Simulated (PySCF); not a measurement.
C₃H₅, SMILES C1C[CH]1, multiplicity 2. Coordinates come from a PBE-D3(BJ)/def2-TZVP optimisation.

Computed equilibrium geometry at PBE-D3(BJ)/def2-TZVP (PySCF confirms it by a frequency run) as a Z-matrix, and its point group:
point group Cs.
```
C
H 1 1.0944
H 1 1.0947 2 113.52
C 1 1.4654 2 119.16 3 148.79
H 4 1.0866 1 132.91 2 -130.20
C 4 1.4654 5 132.91 1 91.43
H 6 1.0944 4 119.16 5 130.20
H 6 1.0947 7 113.52 4 148.79
```
Charge 0, spin multiplicity 2.
